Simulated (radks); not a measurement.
The numbers below are computed, except where a source is named.
Problem. Radial electron density D(r) = 4 pi r^2 rho(r) of an atom or ion with 53 electrons. Code: a radial shooting solver on a logarithmic mesh with Libxc functionals. Model: scalar-relativistic Kohn-Sham, MS2 meta-GGA, spin-unpolarised, spherical densities, finite nucleus; meta-GGA in the generalised Kohn-Sham scheme; Fermi nuclear charge, rms radius of each element as measured or else 0.836 A^(1/3) + 0.57 fm.

```
   r/bohr * D(r) (the largest magnitude, 90.5, reaches the edge; | marks zero)
 0.001077 |*
 0.001426 | *
 0.001901 |   *
 0.002516 |     *
 0.003355 |        *
 0.004439 |             *
 0.005874 |                  *
 0.007834 |                          *
  0.01037 |                                 *
  0.01383 |                                       *
  0.01829 |                                          *
   0.0244 |                                        *
  0.03228 |                                     *
  0.04306 |                                      *
  0.05697 |                                              *
  0.07599 |                                                      *
   0.1005 |                                                   *
   0.1341 |                                         *
   0.1774 |                                        *
   0.2348 |                                              *
   0.3131 |                                    *
   0.4143 |                  *
   0.5525 |               *
   0.7311 |                 *
   0.9751 |          *
     1.29 |    *
    1.721 |  *
    2.277 | *
    3.037 |*
    4.018 *
    5.359 *
    7.091 *
```

What is the nuclear charge?

Solution. Z = 54. The innermost maximum, from 1s, lies near gamma/Z bohr with gamma = sqrt(1 - (Z/c)^2) = 0.919, here 0.017 bohr (found: 0.0186), and its height grows with Z. The density is that of the xenon ion Xe+ in [Kr] 4d10 5s2 5p5; the configuration itself is not fixed sharply by these data, and Z only to a few units. D(r) has 4 maxima, at r = 0.0186, 0.0823, 0.237, 0.675 bohr, and minima at 0.0361, 0.155, 0.494 bohr, inside which lie 1.97, 11.13, 28.99 electrons.
